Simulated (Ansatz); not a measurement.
`F[SiH2][TeH]` + `O[SiH2]F` → `F[SiH2]O[SiH2]F` + H₂Te at 400 K and 1 bar (ligand exchange at the Si–Te bond).

Computed with Ansatz on PBE0-D4/def2-TZVP structures; ΔE is electronic, products minus reactants. CCSD(T)/CBS adds triple-zeta CCSD(T) − MP2 to the extrapolated MP2 energy (def2 sets, frozen cores). def2 core potentials past Kr. For Te outer-core shells are correlated without core-valence functions, which leaves a few kJ/mol of doubt a bond. Each species was taken in one conformer, which may not be the lowest.

```tsv
species	CCSD(T)/CBS energy (Eh)	H − E (kJ/mol)	S (J/(mol·K))
`F[SiH2][TeH]`	-658.47489	95.0	340.0
`O[SiH2]F`	-465.96250	110.6	296.9
`F[SiH2]O[SiH2]F`	-855.55265	153.1	396.9
H₂Te	-268.91024	45.0	239.1
```

H − E and S are ideal-gas, rigid-rotor, harmonic terms from PBE0-D4/def2-TZVP, for one conformer and one mirror image of each species. 1 Eh = 2625.50 kJ/mol, R = 8.31446 J/(mol·K).

Problem. By hand: ΔE, ΔH, ΔS and ΔG.

Solution. ΔE = (-855.55265) + (-268.91024) − (-658.47489) − (-465.96250) = -0.02550 Eh = -67.0 kJ/mol. Δ(H − E) = 153.1 + 45.0 − 95.0 − 110.6 = -7.5, so ΔH = -74.5 kJ/mol. ΔS = 396.9 + 239.1 − 340.0 − 296.9 = -0.9 J/(mol·K). ΔG = -74.5 − 400 × (-0.9)/1000 = -74.1 kJ/mol.

Problem. By hand: the equilibrium constant, and the temperature at which ΔG would vanish if ΔH and ΔS stayed fixed.

Solution. log₁₀ K = −ΔG/(RT ln 10) = 9.7. ΔG = 0 at ΔH/ΔS = 82778 K, far beyond where these terms or the molecules hold.

The number of gas molecules stays the same, so ΔS is small and ΔH decides. A doubt of 5 kJ/mol in ΔE shifts log₁₀ K by 0.7 here. Other conformers and mirror images would add mixing entropy, several J/(mol·K) or more a flexible species. Modes under 60 cm⁻¹, often nearly free rotors, make the harmonic entropy too high. These are equilibria of isolated gas molecules and say nothing of rates. Largest T1 diagnostic: 0.012 (customary marks: 0.02 for closed shells, 0.045 for open ones).
